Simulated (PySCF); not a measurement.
Assigning NMR signals

Atom-mapped SMILES (the numbers label the heavy atoms): `[CH2:1]1[CH2:2][CH2:3][C@H:4]2[CH2:5][CH2:6][C@H:7]2[CH2:8]1`. Each H is labelled by its parent atom. Ha(C5), Ha(C6) are cis to C3 on the ring; Ha(C1), Ha(C2), Ha(C3), Ha(C8) are cis to C5 on the ring; Hb(C5), Hb(C6) are trans to C3 on the ring; Hb(C1), Hb(C2), Hb(C3), Hb(C8) are trans to C5 on the ring.

[PySCF 2.14.0 with density-fitted response routines: geometry: PBE0-D3(BJ)/def2-SVP; NMR shieldings at PBE0/pcSseg-1/GIAO; in vacuum; equivalent nuclei averaged; one computed conformer; non-relativistic]

Chemical shifts δ = σref − σ; 13C (σref 184.41) and 1H (σref 31.27) vs TMS, all at this level.

**Question.** Assign these signals to the numbered atoms. 13C{1H} NMR (computed): δ 34.2 (CH), 30.0 (CH2), 25.6 (CH2), 24.9 (CH2).

**Answer.** 
```tsv
δ (ppm)	atoms	environment	reason
34.2	C4/C7	sp3 CH in a ring	aliphatic region, no heteroatom directly attached
30.0	C3/C8	sp3 CH2 in a ring	a saturated carbon with 2 carbon neighbours and no heteroatom attached
25.6	C5/C6	sp3 CH2 in a ring	–
24.9	C1/C2	sp3 CH2 in a ring	–
```

C5/C6 and C1/C2 lie closer than the usual error of such a calculation, so a measured spectrum could show them in the other order.

**Question.** Assign these signals to the numbered atoms. 1H NMR (400 MHz, computed): δ 2.01 (m, 2H), 1.75 (m, 2H), 1.60 (m, 2H), 1.49 (m, 2H), 1.37 (m, 2H), 1.28 (m, 2H), 1.18 (m, 2H).

**Answer.** 
| δ (ppm) | atoms | environment | reason |
| --- | --- | --- | --- |
| 2.01 | H(C4)/H(C7) | hydrogen on an sp3 CH in a ring | – |
| 1.75 | Hb(C5)/Hb(C6) | hydrogen on an sp3 CH2 in a ring | far from electronegative atoms and π systems |
| 1.60 | Ha(C5)/Ha(C6) | hydrogen on an sp3 CH2 in a ring | – |
| 1.49 | Hb(C3)/Hb(C8) | hydrogen on an sp3 CH2 in a ring | – |
| 1.37 | Ha(C1)/Ha(C2) | hydrogen on an sp3 CH2 in a ring | – |
| 1.28 | Ha(C3)/Ha(C8) | hydrogen on an sp3 CH2 in a ring | – |
| 1.18 | Hb(C1)/Hb(C2) | hydrogen on an sp3 CH2 in a ring | – |

Ha(C5)/Ha(C6) and Hb(C3)/Hb(C8); Hb(C3)/Hb(C8) and Ha(C1)/Ha(C2); Ha(C1)/Ha(C2) and Ha(C3)/Ha(C8); Ha(C3)/Ha(C8) and Hb(C1)/Hb(C2) lie closer than the usual error of such a calculation, so a measured spectrum could show them in the other order.

Shifts are as computed. Against solution values, carbons near 30 ppm lie about +2 ppm off and those near 130 ppm about +5 ppm. Of 1211 compounds with measured shifts, 218 miss one by over three times the rms of a fit or turn the order of signals round; such compounds aren't used in these exercises. No couplings were computed; multiplicities are counted from neighbouring protons, with m where these are inequivalent, close in shift, in a saturated or five-membered ring or joined by F or P, and br s for small geminal =CH2 splittings.
